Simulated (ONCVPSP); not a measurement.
# krypton: ONCV pseudisation with PBEsol, scalar-relativistic reference atom.

* Element: Kr
* Generator: ONCVPSP 4.0.1
* Type: optimised norm-conserving Vanderbilt (ONCV)
* Functional: PBEsol
* Relativity: scalar-relativistic
* Frozen core: [Ar]
* Valence charge: 18
* Reference configuration: 3d10 4s2 4p6
* Partial waves: 4s: rc 1.15 bohr, ncon 4, nbas 8, qcut 6.6 1/bohr, 1 projector; 4p: rc 1.35 bohr, ncon 4, nbas 7, qcut 7.2 1/bohr, 1 projector; 3d: rc 1.05 bohr, ncon 4, nbas 9, qcut 15.2 1/bohr, 2 projectors, debl 0.6 Ha
* Local potential: polynomial inside 0.80 bohr (lpopt 5, dvloc0 0 Ha)
* Core correction: none

In the d channel the program set the typed energies aside and used -2.991, 0.250 Ha.

All-electron outer shells of the reference configuration (PBEsol, scalar-relativistic, ld1.x):

```csv
shell,level (eV),outermost node (bohr),outermost maximum (bohr)
3s,-263.51,0.22,0.47
3p,-194.95,0.20,0.46
3d,-81.40,–,0.41
4s,-23.04,0.64,1.34
4p,-9.24,0.67,1.55
```

**Question.** Estimate the cutoffs (Ha) at which the residual kinetic energy of the hardest occupied pseudo-wave falls to 1 and 0.1 mHa per electron.

**Answer.** 97 Ha and 129 Ha.

**Question.** Does the potential have ghost states?

**Answer.** Ghosts flagged at negative energy: s at -205.6 eV; no localised positive-energy state flagged. A true bound ghost makes a file unfit for plane-wave use.

**Question.** Tests: 3d10 4s2 4p5; 3d10 4s2 4p4; 3d10 4s2 4p3; 3d10 4s1 4p6. Which has the largest error in its energy relative to the reference configuration, and how large is it?

**Answer.** 3d10 4s2 4p3, with +104 meV (all-electron minus pseudo) on +76.55 eV.
